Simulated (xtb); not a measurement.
C2H11NSi2, SMILES N(C)([SiH3])[SiH2]C. All values are semi-empirical tight-binding results from xtb (GFN2-xTB unless named), good for trends rather than for accurate numbers. Geometry optimised at GFN2-xTB. One conformer was computed; it need not be the lowest.

Optimised geometry:

```xyz
16

Si    -1.8692     0.6008    -0.5503
N     -0.3736     0.1658     0.2149
C     -0.4032     0.1203     1.6647
Si     0.9465    -0.6347    -0.5870
C      2.5816    -0.2179     0.2816
H     -2.8971    -0.4327    -0.3593
H     -1.5807     0.7817    -1.9664
H     -2.3172     1.8420     0.0900
H      0.6007     0.2305     2.0702
H     -0.8179    -0.8243     2.0304
H     -1.0210     0.9297     2.0537
H      0.7701    -2.0988    -0.5816
H      0.9444    -0.1256    -1.9577
H      2.6830    -0.7300     1.2341
H      3.4196    -0.5229    -0.3373
H      2.6790     0.8487     0.4636
```

| Quantity | Result |
|---|---|
| orbital gap | 4.72 eV |
| dipole moment | 0.84 D |
| zero-point energy | 75.4 kcal/mol |
| G − E(el) at 298.15 K (modified RRHO) | 54.1 kcal/mol |
| static polarisability (D4 model) | 93.6 bohr³ |
| solvation energy, GFN2-xTB/ALPB(water) | 0.5 kcal/mol |
| solvation energy, GFN2-xTB/ALPB(octanol) | -3.2 kcal/mol |

Task: Give the atomic charges and the Wiberg bond orders between heavy atoms. (Estimate from the structure and the level; the computed values follow.)

Result: charges (e) Si1 0.49, N2 -0.38, C3 -0.02, Si4 0.50, C5 -0.20, H6 -0.10, H7 -0.11, H8 -0.10, H9 0.03, H10 0.01, H11 0.02, H12 -0.10, H13 -0.11, H14 0.02, H15 0.02, H16 0.03. Bond orders Si1–N2 1.04, N2–C3 1.05, N2–Si4 1.03, Si4–C5 0.90.
